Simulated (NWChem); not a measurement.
Species: BeHSeF; SMILES [F][Be][SeH]

```xyz
4

Be    -0.0092     1.2346     0.0000
F     -0.0186     2.6097     0.0000
Se    -0.0365    -0.8110     0.0000
H      1.4463    -0.8504     0.0000
```
Atoms are numbered in this order, from 1.

Computed with NWChem. Pople sets run with spherical d functions. Geometry: optimised at B3LYP/6-31G* (spherical d). Ions are spin-unrestricted doublets at the neutral geometry; other ion states weren't tried. Functional: LC-ωPBE (HJS hole) with 6-31G*; rows give the range parameter ω in 1/bohr.

Q: At which range parameter does −ε(HOMO) equal the ΔSCF ionisation energy (optimal tuning)?

A: about 0.37 per bohr, by linear interpolation in these runs:
```json
[
 {"range parameter (1/bohr)": "0.10", "vertical ionisation energy, ΔSCF (eV)": "9.77", "−ε(HOMO) (eV)": "7.58", "ΔSCF minus −ε(HOMO) (eV)": "2.19"},
 {"range parameter (1/bohr)": "0.25", "vertical ionisation energy, ΔSCF (eV)": "9.80", "−ε(HOMO) (eV)": "9.12", "ΔSCF minus −ε(HOMO) (eV)": "0.68"},
 {"range parameter (1/bohr)": "0.35", "vertical ionisation energy, ΔSCF (eV)": "9.82", "−ε(HOMO) (eV)": "9.73", "ΔSCF minus −ε(HOMO) (eV)": "0.09"},
 {"range parameter (1/bohr)": "0.40", "vertical ionisation energy, ΔSCF (eV)": "9.84", "−ε(HOMO) (eV)": "9.96", "ΔSCF minus −ε(HOMO) (eV)": "-0.12"},
 {"range parameter (1/bohr)": "0.50", "vertical ionisation energy, ΔSCF (eV)": "9.86", "−ε(HOMO) (eV)": "10.28", "ΔSCF minus −ε(HOMO) (eV)": "-0.42"}
]
```
